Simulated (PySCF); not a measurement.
Several molecules and their computed UV-vis stick spectra, shuffled. Computed, not measured: TDDFT wB97X-D/def2-SVPD, vertical, gas phase, core orbitals frozen in the response (PySCF 2.14.0, density-fitted response routines). Geometries: PBE0-D3(BJ)/def2-SVP; one conformer of each isolated species. Triplets are in the Tamm–Dancoff approximation. Atoms past krypton carry core potentials; spin–orbit coupling is left out.

A. `FC(F)(F)SC1=C[CH2][GeH2][CH2]1`
B. `[Br][In]([Cl])[Cl]`
C. `c1cc(C2CCCC2)[se]n1`

Lowest singlet levels (six at most, fewer where fewer were computed) with oscillator strengths:

1. 260 nm (f 0.017); 255 nm (f 0.003); 238 nm (f 0.031); 236 nm (f 0.000); 233 nm (f 0.078); 217 nm (f 0.035); T1 4.38 eV
2. 242 nm (f 0.065); 238 nm (f 0.037); 231 nm (f 0.002); 219 nm (f 0.091); 207 nm (f 0.003); 188 nm (f 0.070); T1 3.86 eV
3. 231 nm (f 0.003); 196 nm (f 0.013); 192 nm (f 0.214); 182 nm (f 0.001); 178 nm (f 0.039); 169 nm (f 0.026); T1 4.13 eV

Task: Match each spectrum to its molecule.

Result: 1 = B, 2 = C, 3 = A.
- A: S1 at 5.38 eV, HOMO→LUMO (80%), HOMO-1→LUMO (10%); Löwdin shares by element: HOMO sulfur 57%, carbon 24% or more (atoms not listed hold the other 19%); LUMO carbon 58% or more, sulfur 17% (atoms not listed hold the other 25%); HOMO -9.30 and LUMO 1.02 eV.
- B: S1 at 4.77 eV, HOMO→LUMO (96%); Löwdin shares by element: HOMO bromine 86%, chlorine 9%, indium 4%; LUMO indium 39%, chlorine 38%, bromine 24%; HOMO -10.96 and LUMO -1.72 eV.
- C: S1 at 5.12 eV, HOMO→LUMO (66%), HOMO→LUMO+1 (24%); Löwdin shares by element: HOMO selenium 53%, carbon 36% or more; LUMO carbon 37% or more, selenium 20%, nitrogen 20% (atoms not listed hold the other 23%); HOMO -8.77 and LUMO 0.67 eV.
